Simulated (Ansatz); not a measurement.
The first iterations of a band of Cl2HInO + H2 (7 atoms, charge 0, multiplicity 1).

All numbers below come from RHF/def2-SVP (Ansatz 0.2.0).

```
movable images  : 4
climbing image  : no
spring          : 5.0 eV/Å²
optimiser       : quadratic models (default)
start path      : through a guess of the saddle point
force threshold : 0.05 eV/Å
iteration limit : 60
end points      : relaxed
```

Initial state:

```xyz
7
Properties=species:S:1:pos:R:3
In -0.015 -0.250 0.121
O -0.035 -0.616 2.049
H -0.864 -0.642 2.503
Cl 1.985 -0.363 -1.061
Cl -2.002 0.181 -1.031
H 0.395 2.556 0.817
H 0.402 2.218 1.485
```

Final state:

```xyz
7
Properties=species:S:1:pos:R:3
In -0.001 1.054 -0.184
O -0.038 0.239 2.011
H -0.809 -0.291 2.185
Cl 1.966 -0.218 -0.601
Cl -1.991 -0.174 -0.628
H 0.018 2.763 -0.125
H 0.723 -0.289 2.225
```

| iteration | highest image above the first end (eV) | largest band force component (eV/Å) |
| --- | --- | --- |
| 1 | 5.558 | 44.584 |
| 2 | 0.909 | 4.612 |
| 3 | 1.308 | 2.431 |
| 4 | 1.580 | 9.308 |

Does the band converge within its limit, and where does its top end?

The run converged. It ended after 12 iterations with the highest image 0.219 eV above the first end. No image climbed, so the highest image needn't sit at the top of the path. A band with more images between the same ends climbed to 1.06 eV, so this one has probably stepped over the top. The orbitals stay closed-shell, which can raise the energy where a bond breaks towards radicals; this wasn't checked here.

The run took 2.2 min on 1 thread of Arm Neoverse V1, with other jobs on the host, peak memory 0.19 GiB.
